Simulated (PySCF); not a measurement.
Geometry:
| atom | x (Å) | y (Å) | z (Å) |
| --- | --- | --- | --- |
| Si1 | 0.034 | 0.069 | 0.038 |
| C2 | -0.214 | -0.017 | 1.899 |
| C3 | 0.256 | -1.312 | 2.556 |
| H4 | -1.290 | 0.139 | 2.093 |
| H5 | 0.297 | 0.856 | 2.344 |
| H6 | 0.049 | -1.322 | 3.637 |
| H7 | -0.246 | -2.188 | 2.116 |
| H8 | 1.340 | -1.462 | 2.432 |
| C9 | 1.842 | -0.133 | -0.437 |
| C10 | 2.103 | -0.223 | -1.938 |
| H11 | 2.220 | -1.037 | 0.070 |
| H12 | 2.400 | 0.712 | 0.006 |
| H13 | 3.171 | -0.371 | -2.160 |
| H14 | 1.553 | -1.064 | -2.389 |
| H15 | 1.785 | 0.691 | -2.464 |
| C16 | -0.697 | 1.644 | -0.681 |
| C17 | -2.195 | 1.824 | -0.452 |
| H18 | -0.471 | 1.651 | -1.761 |
| H19 | -0.132 | 2.493 | -0.255 |
| H20 | -2.574 | 2.743 | -0.925 |
| H21 | -2.766 | 0.979 | -0.868 |
| H22 | -2.440 | 1.884 | 0.620 |
| N23 | -0.833 | -1.273 | -0.661 |
| C24 | -1.381 | -2.203 | -1.174 |
| O25 | -1.920 | -3.114 | -1.675 |

[PySCF 2.14.0 with density-fitted response routines: structure optimised with PBE0-D3(BJ)/def2-SVP; KT2/pcSseg-1 with gauge-including orbitals; isolated molecule; one computed conformer; rapidly exchanging positions averaged; non-relativistic Hamiltonian]

References, each an isolated molecule treated in the same way: 13C, 1H, 29Si vs TMS; NH3 for 15N; 17O against H2O.

| atoms | nucleus | count | δ (ppm) |
| --- | --- | --- | --- |
| C24 | 13C | 1 | 118.6 |
| H4/H5/H11/H12/H18/H19 | 1H | 6 | 0.57 |
| Si1 | 29Si | 1 | ? |
| H6/H7/H8/H13/H14/H15/H20/H21/H22 | 1H | 9 | 1.07 |
| N23 | 15N | 1 | 40.0 |
| O25 | 17O | 1 | ? |
| C3/C10/C17 | 13C | 3 | 8.8 |
| C2/C9/C16 | 13C | 3 | 9.2 |

Fill in the missing shifts.

## Answers


- Si1: 2.4 ppm, silicon bonded to 3 C, N
- O25: 127.9 ppm, oxygen bonded to C

Shifts are as computed. Against solution values, carbons near 30 ppm lie about +2 ppm off and those near 130 ppm about -5 ppm. Of 1309 compounds with measured shifts, 239 miss one by over three times the rms of a fit or turn the order of signals round; such compounds aren't used in these exercises. Experimental scales use liquid or dissolved standards, which lie at an offset from isolated NH3 (liquid NH3: subtract about 20 ppm) and H2O (liquid H2O: subtract about 36 ppm).
